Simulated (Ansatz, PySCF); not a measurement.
VO2F, SMILES [V]([F])(=[O])=[O], multiplicity 1. Atoms are numbered in the order given.

```xyz
4

V     -0.0372     0.1380     0.0000
O     -0.8493    -0.2496     1.2893
O     -0.8493    -0.2496    -1.2893
F      1.6841    -0.1622     0.0000
```

Geometry optimised at B3LYP-D3(BJ)/def2-SVP. The spin state was assumed, not searched.

Two levels are set side by side: PBE-D3(BJ)/def2-SVP (Ansatz, a first-principles code) and B3LYP-D3(BJ)/def2-SVP (Ansatz). Each level has its own optimised geometry; the coordinates shown are those of the second. Frequencies come from the Hessian of PySCF at each geometry. Differences are taken from unrounded values.

| quantity | B3LYP-D3(BJ) | PBE-D3(BJ) | PBE-D3(BJ) minus B3LYP-D3(BJ) |
|---|---|---|---|
| mean bond length (Å) | 1.631 | 1.642 | 0.012 |
| bond V1–O2 (Å) | 1.572 | 1.587 | 0.015 |
| bond V1–O3 (Å) | 1.572 | 1.587 | 0.015 |
| bond V1–F4 (Å) | 1.747 | 1.752 | 0.005 |
| highest harmonic wavenumber (cm⁻¹) | 1121 | 1076 | -45 |
| mean harmonic wavenumber (cm⁻¹) | 636 | 618 | -18 |
| zero-point energy (kcal/mol) | 5.46 | 5.30 | -0.16 |

Exact exchange shortens and stiffens bonds; PBE has none. Differences between two approximate levels are no errors against the true value.
